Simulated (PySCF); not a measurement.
**CaC: from constants to spectrum**

ROHF-CCSD(T) constants of CaC, triplet, unpaired electrons π ↑↑ (PySCF, no relativity, basis sets Ca def2-SVPD, C def2-SVPD; masses 39.9626 and 12.0000 u):

| Property | Result |
| --- | --- |
| ωe | 473.3 cm⁻¹ |
| ωexe | 2.69 cm⁻¹ |
| Be | 0.3334 cm⁻¹ |
| αe | 0.00268 cm⁻¹ |
| De to Ca + C | 1.92 eV |

(1) What force constant and bond length do these constants imply?

(2) Estimate the centrifugal constant D from the Kratzer relation and find the Dunham coefficient a1.

Correlated steps freeze 6 core orbitals. Correlated levels converge slowly with the basis: in double zeta they bind strong bonds too weakly, by up to about 1 eV, and carry superposition errors of some tenths. The CCSD T1 diagnostic is raised, a sign that a single reference may not be enough here. The state was picked by a PBE0 search and need not be the measured ground state.

Answers

(1) Reduced mass μred = 9.2288 u; k = 5.8918×10⁻⁷·μred·ωe² (u, cm⁻¹, mdyn/Å) = 1.22 mdyn/Å; Re = √(16.8576/(μred·Be)) (u, cm⁻¹, Å) = 2.341 Å.

(2) D = 4Be³/ωe² = 6.62e-07 cm⁻¹; a1 = −1 − αeωe/(6Be²) = -2.90.
